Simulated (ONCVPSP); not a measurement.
**Configuration tests for Fe (Z = 26) (ONCV)**

| Item | Value |
| --- | --- |
| Element | Fe |
| Generator | ONCVPSP 4.0.1 |
| Type | optimised norm-conserving Vanderbilt (ONCV) |
| Functional | PBE |
| Relativity | scalar-relativistic |
| Frozen core | [Ne] |
| Valence charge | 16 |
| Reference configuration | 3s2 3p6 3d6 4s2 |
| Partial waves | 3s+4s: rc 1.55 bohr, ncon 3, nbas 7, qcut 9.4 1/bohr, 2 projectors; 3p: rc 1.10 bohr, ncon 3, nbas 8, qcut 10.6 1/bohr, 1 projector; 3d: rc 1.65 bohr, ncon 4, nbas 9, qcut 10.7 1/bohr, 2 projectors, debl 2.1 Ha |
| Local potential | polynomial inside 1.00 bohr (lpopt 5, dvloc0 2 Ha) |
| Core correction | none |

Energies are relative to the spin-unpolarised reference configuration 3s2 3p6 3d6 4s2; without spin polarisation the order of configurations can differ from experiment.

| valence configuration | charge | ΔE all-electron (eV) | error AE − PS (meV) |
| --- | --- | --- | --- |
| 3s2 3p6 3d6 4s1 | +1 | 8.729 | +0.6 |
| 3s2 3p6 3d6 4s0 | +2 | 24.932 | +4.5 |
| 3s2 3p6 3d5 4s0 | +3 | 59.155 | +25 |
| 3s1 3p6 3d6 4s2 | +1 | 101.878 | -365 |

Levels in the configuration 3s2 3p6 3d6 4s1:

```tsv
level	all-electron (eV)	pseudo (eV)
3s	-102.544	-102.555
3p	-68.582	-68.590
3d	-15.956	-15.970
4s	-12.329	-12.326
```
